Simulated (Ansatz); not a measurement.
Gas-phase electronic energies from Ansatz, PBE0-D4/def2-TZVP geometries. CCSD(T)/CBS is the MP2 limit (def2-TZVPP, def2-QZVPP) plus CCSD(T) − MP2 in def2-TZVPP, frozen cores. This one scheme is used for every species. Functionals use def2-TZVPP. HSE06 is defined as in plane-wave codes. For Br, Ga outer-core shells are correlated without core-valence functions, which leaves a few kJ/mol of doubt a bond. Scalar relativity is left out up to krypton. One conformer a species, not always the lowest.

Reaction (redistribution): `OBCl` + `[OH][Ga]([Cl])[Br]` → `OB(O)Cl` + `[Cl][GaH][Br]`

`OBCl`:

```xyz
5

O     0.963   -0.160   -0.416
B    -0.228   -0.297    0.180
Cl   -1.320    1.080    0.361
H     1.147    0.735   -0.721
H    -0.562   -1.359    0.597
```

`[OH][Ga]([Cl])[Br]`:

Cartesian coordinates in Å:
```
O -1.249 -0.113 0.688
Ga 0.374 0.131 0.037
Cl 1.809 1.070 1.271
Br 0.906 -0.542 -2.062
H -1.841 -0.546 0.067
```

`OB(O)Cl`:

Z-matrix (Å, degrees):
```
B
O 1 1.349
Cl 1 1.771 2 118.0
O 1 1.357 2 121.0 3 180.0
H 2 0.962 1 112.0 3 -180.0
H 4 0.960 1 113.5 2 -180.0
```

`[Cl][GaH][Br]`:

Z-matrix (Å, degrees):
```
Ga
Cl 1 2.130
Br 1 2.272 2 115.6
H 1 1.547 2 121.7 3 -180.0
```

| level | ΔE (kJ/mol) | difference from CCSD(T)/CBS |
| --- | --- | --- |
| PBE-D4 | -71.2 | -3.7 |
| BLYP-D4 | -67.6 | -0.1 |
| B97M-V | -83.6 | -16.1 |
| PBE0-D4 | -76.2 | -8.7 |
| r2SCAN0-D4 | -77.5 | -10.0 |
| HSE06-D4 | -76.1 | -8.6 |
| CAM-B3LYP-D4 | -75.4 | -7.9 |
| B2PLYP | -67.7 | -0.2 |
| PBE | -71.4 | -3.9 |
| r2SCANh | -75.3 | -7.8 |
| r2SCAN0 | -77.7 | -10.2 |
| MP2/def2-SVP | -74.9 | -7.4 |
| CCSD(T)/def2-SVP | -77.1 | -9.6 |
| CCSD/def2-TZVPP | -68.1 | -0.6 |
| HF/def2-QZVPP | -77.9 | -10.4 |
| HF/CBS(def2) | -77.9 | -10.4 |
| CCSD(T)/CBS | -67.5 | 0 |

Problem. What do rigid-rotor, harmonic-oscillator terms from PBE0-D4/def2-TZVP frequencies (298.15 K, 1 bar) make of the CCSD(T)/CBS value? (Best estimate.)

Solution. Ansatz gave: ΔZPE = -1.1 kJ/mol, ΔH = -70.0 kJ/mol, ΔS = -6 J/(mol·K), ΔG = -68.1 kJ/mol.

Largest T1 diagnostic among the species: 0.012.

From r2SCAN to r2SCAN0 (25 % exact exchange), in def2-TZVPP and without D4, ΔE moves by −4.3 kJ/mol. In def2-TZVPP, CCSD(T) changes the Hartree–Fock value by +12.6 kJ/mol (the triples alone add +2.5 kJ/mol) and MP2 by +16.0 kJ/mol. Leaving LDA and LC-ωPBE aside and taking each functional with its dispersion term where it has one, the values spread over 16.0 kJ/mol, from B97M-V to BLYP-D4. LDA lies −13.9 kJ/mol from PBE without D4.
